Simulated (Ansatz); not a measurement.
Species: [Zn(CH3)2] (charge 0, multiplicity 1).

Task: Give a relaxed geometry from PBE-D3(BJ)/def2-SVP (Ansatz, a first-principles code).

Result: Several could match; the one computed here: the end point of this relaxation, one of several conformers.
Cartesian coordinates (Å) in one orientation:
```xyz
9

Zn     0.000     0.000     0.000
C      1.853    -0.490     0.343
H      2.107    -0.389     1.419
H      2.555     0.154    -0.227
H      2.055    -1.542     0.051
C     -1.853     0.490    -0.343
H     -2.041     1.558    -0.103
H     -2.553    -0.116     0.270
H     -2.123     0.336    -1.408
```
